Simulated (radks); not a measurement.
Task: Radial electron density D(r) = 4 pi r^2 rho(r) of an atom or ion with 44 electrons. Method: Dirac Kohn-Sham, PBEsol, spin-unpolarised, spherical densities, finite nucleus; Fermi nuclear charge, rms radius of each element as measured or else 0.836 A^(1/3) + 0.57 fm; computed with a radial shooting solver on a logarithmic mesh with Libxc functionals.

r (bohr)  D(r) (e/bohr)
0.002371          4.479
0.002738          5.697
0.003188          7.303
0.003682          9.185
0.004252          11.47
0.00491           14.22
0.005717          17.67
0.006602          21.48
0.007625          25.79
0.008805          30.56
0.01025           35.92
0.01184           41.10
0.01367           46.07
0.01579           50.46
0.01838           54.01
0.02123           55.98
0.02452           56.35
0.02831           55.17
0.0327            52.86
0.03807           50.06
0.04396           48.21
0.05077           48.28
0.05864           50.95
0.06826           56.39
0.07884           62.68
0.09105           67.87
0.1051            69.68
0.1224            66.51
0.1414            59.47
0.1633            51.35
0.1886            45.78
0.2195            45.27
0.2535            49.13
0.2928            53.47
0.3381            53.84
0.3936            47.48
0.4546            36.60
0.525             25.17
0.6063            17.07
0.7002            13.69
0.8151            13.63
0.9414            14.17
1.087             13.47
1.256             11.31
1.462             8.320
1.688             5.728
1.95              3.789
2.252             2.491
2.621             1.612
3.027             1.060
3.496            0.6716
4.037            0.3982
4.7              0.2074
5.428           0.09979
6.269           0.04223
7.24            0.01534
8.428          0.004313
9.734          0.001038
11.24         0.0001953

What is the nuclear charge?

Result: Z = 44. The innermost maximum, from 1s, lies near gamma/Z bohr with gamma = sqrt(1 - (Z/c)^2) = 0.947, here 0.0215 bohr (found: 0.0236), and its height grows with Z. The density is that of neutral ruthenium in [Kr] 4d7 5s1; the configuration itself is not fixed sharply by these data, and Z only to a few units. D(r) has 4 maxima, at r = 0.0236, 0.103, 0.317, 0.949 bohr, and minima at 0.0472, 0.206, 0.752 bohr, inside which lie 2.06, 11.12, 29.16 electrons.
